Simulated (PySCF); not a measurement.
Input, command and output of a PySCF 2.14 run on [Co(NH3)6]2+: CASSCF of the metal shell, NEVPT2 and spin-orbit coupling.

```
{"job": {"kind": "lf", "basis": {"metal": "x2c-TZVPall", "ligand": "x2c-SVPall"}, "nevpt": true, "solvent": "water"}, "charge": 2, "metal": "Co", "open_shell": "d7"}
Co     0.000000     0.000000     0.000000
N     -0.017672    -0.017672     2.179405
H      0.912580     0.018394     2.599087
H     -0.531209     0.766022     2.585881
H     -0.457161    -0.857353     2.559783
N      0.017672     0.017672    -2.179405
H     -0.912580    -0.018394    -2.599087
H      0.457161     0.857353    -2.559783
H      0.531209    -0.766022    -2.585881
N      2.179405    -0.017672    -0.017672
H      2.599087     0.912580     0.018394
H      2.585881    -0.531209     0.766022
H      2.559783    -0.457161    -0.857353
N     -2.179405     0.017672     0.017672
H     -2.599087    -0.912580    -0.018394
H     -2.559783     0.457161     0.857353
H     -2.585881     0.531209    -0.766022
N     -0.017672     2.179405    -0.017672
H      0.018394     2.599087     0.912580
H      0.766022     2.585881    -0.531209
H     -0.857353     2.559783    -0.457161
N      0.017672    -2.179405     0.017672
H     -0.018394    -2.599087    -0.912580
H      0.857353    -2.559783     0.457161
H     -0.766022    -2.585881     0.531209
```

```bash
OMP_NUM_THREADS=1 python lf_run.py task.json out
```

```
basis functions 222, electrons 85, active (7e, 5o)
stage 1: DIIS on the effective Fock matrix, level shift 0.30
cycle   1  E = -1728.3216383057  dE = -1.728e+03  max|g| = 5.058e-01
cycle   2  E = -1728.6447935303  dE = -3.232e-01  max|g| = 5.845e-01
cycle   3  E = -1728.7272815792  dE = -8.249e-02  max|g| = 5.076e-01
cycle   4  E = -1728.8159208194  dE = -8.864e-02  max|g| = 7.771e-02
cycle   5  E = -1728.8240689578  dE = -8.148e-03  max|g| = 5.549e-02
cycle   6  E = -1728.8293893236  dE = -5.320e-03  max|g| = 2.877e-02
cycle   7  E = -1728.8309800787  dE = -1.591e-03  max|g| = 1.604e-02
cycle   8  E = -1728.8313772594  dE = -3.972e-04  max|g| = 7.847e-03
cycle   9  E = -1728.8314223128  dE = -4.505e-05  max|g| = 8.676e-03
cycle  10  E = -1728.8314601106  dE = -3.780e-05  max|g| = 5.465e-03
cycle  11  E = -1728.8315012770  dE = -4.117e-05  max|g| = 4.296e-03
cycle  12  E = -1728.8315220727  dE = -2.080e-05  max|g| = 3.027e-03
cycle  13  E = -1728.8315268852  dE = -4.812e-06  max|g| = 2.645e-03
cycle  14  E = -1728.8315303586  dE = -3.473e-06  max|g| = 2.044e-03
cycle  15  E = -1728.8315331774  dE = -2.819e-06  max|g| = 2.241e-03
cycle  16  E = -1728.8315338717  dE = -6.943e-07  max|g| = 2.035e-03
cycle  17  E = -1728.8315337710  dE =  1.007e-07  max|g| = 1.781e-03
cycle  18  E = -1728.8315335350  dE =  2.360e-07  max|g| = 1.976e-03
cycle  19  E = -1728.8315330050  dE =  5.300e-07  max|g| = 1.890e-03
cycle  20  E = -1728.8315323224  dE =  6.825e-07  max|g| = 1.660e-03
cycle  21  E = -1728.8315313581  dE =  9.644e-07  max|g| = 1.622e-03
cycle  22  E = -1728.8315302139  dE =  1.144e-06  max|g| = 1.896e-03
cycle  23  E = -1728.8315300111  dE =  2.029e-07  max|g| = 1.698e-03
cycle  24  E = -1728.8315288278  dE =  1.183e-06  max|g| = 1.583e-03
cycle  25  E = -1728.8315262607  dE =  2.567e-06  max|g| = 2.608e-03
cycle  26  E = -1728.8315212204  dE =  5.040e-06  max|g| = 2.900e-03
stage 2: quasi-Newton rotations from the point of smallest gradient
cycle  28  E = -1728.8315399860  dE = -1.116e-05  max|g| = 9.708e-04
cycle  29  E = -1728.8315404077  dE = -4.216e-07  max|g| = 9.442e-04
cycle  30  E = -1728.8315406915  dE = -2.839e-07  max|g| = 3.427e-05
cycle  31  E = -1728.8315406933  dE = -1.723e-09  max|g| = 9.166e-06
converged average energy = -1728.8315406933

 mult deg   label        CASSCF/cm-1   NEVPT2/cm-1
   4   1   4Ag                 0.0           0.0
   4   2   4Eg                32.0          28.0
   2   2   2Eg             13168.7        8679.5
   4   2   4Eg              7524.5        9959.5
   4   1   4Ag              7576.6       10017.4
   2   2   2Eg             19641.4       18116.5
   2   1   2Ag             19633.3       18120.0
   2   2   2Eg             19961.0       18491.6
   2   1   2Ag             19998.5       18532.3
   4   1   4Ag             16319.7       21245.7
   2   1   2Ag             25574.8       22391.1
   2   2   2Eg             25601.7       22422.5
   4   2   4Eg             24166.2       23405.3
   4   1   4Ag             24358.0       23620.5
   2   1   2Ag             25490.4       26541.9
   2   1   2Ag             29061.6       28757.3
   2   2   2Eg             29118.3       28846.9
   2   2   2Eg             30136.5       30618.4
   2   1   2Ag             30166.8       30625.4
   2   2   2Eg             32343.8       32559.7
   2   1   2Ag             35749.9       36076.0
   2   2   2Eg             35804.4       36121.1
   2   2   2Eg             36672.3       38008.7
   2   1   2Ag             36820.7       38235.4
   2   2   2Eg             36997.4       39011.9
   2   1   2Ag             46978.2       42819.9
   2   2   2Eg             47057.4       42908.6
   2   1   2Ag             48642.3       46215.0
   2   2   2Eg             48754.0       46379.3
   2   1   2Ag             49406.1       46510.3
   2   2   2Eg             72906.4       66640.4
   2   2   2Eg             73186.1       67102.3
   2   1   2Ag             73349.6       67318.5

spin-orbit levels / cm-1
      0.00  x2  4Eg 0.65 4Ag 0.35
    338.47  x2  4Ag 0.63 4Eg 0.37
    358.64  x2  4Eg 0.94 4Ag 0.05
    909.50  x2  4Eg 0.63 4Ag 0.36
    909.93  x2  4Eg 0.69 4Ag 0.30
    995.17  x2  4Eg 0.71 4Ag 0.29
   9296.08  x2  2Eg 0.98
   9304.36  x2  2Eg 0.98
  10459.39  x2  4Eg 0.86 4Ag 0.13
  10499.96  x2  4Eg 0.81 4Ag 0.18
  10506.25  x2  4Eg 0.60 4Ag 0.39
  10588.82  x2  4Eg 0.95 4Ag 0.04
  10632.67  x2  4Ag 0.80 4Eg 0.18
  10798.26  x2  4Eg 0.57 4Ag 0.43
  18459.35  x2  2Eg 0.79 2Eg 0.20
  18463.05  x2  2Ag 0.53 2Eg 0.27 2Ag 0.12
  18998.81  x2  2Eg 0.66 2Ag 0.34
  19142.69  x2  2Eg 0.78 2Eg 0.20
  19157.24  x2  2Ag 0.47 2Eg 0.32 2Ag 0.13
  19429.83  x2  2Eg 0.60 2Ag 0.39
  21878.87  x2  4Ag 0.98
  21879.69  x2  4Ag 0.98
  22480.63  x2  2Ag 0.56 2Eg 0.24 4Eg 0.18
  22513.23  x2  2Eg 0.81 4Ag 0.09 4Eg 0.08
  23117.29  x2  2Eg 0.60 2Ag 0.27 4Eg 0.09
  23768.70  x2  4Eg 1.00
  23848.68  x2  4Eg 0.68 4Ag 0.31
  23887.62  x2  4Ag 0.50 4Eg 0.49
  24559.53  x2  4Eg 0.81 2Ag 0.15
  24672.34  x2  4Ag 0.60 4Eg 0.23 2Eg 0.16
```

4Eg (from 4T1g) (28 cm⁻¹) lies within 300 cm⁻¹ of 4Ag (from 4T1g) at NEVPT2 level, inside the method's error: they are parts of one split term, whose order is undecided, and g values and low-temperature moments can hang on it. NEVPT2 lifts 4Eg (from 4T2g) from 7524 to 9960 cm⁻¹; on the d shell alone it tends to overshoot states that fill the eg-type orbitals. Gaps between spin states lean to high spin in this active space.
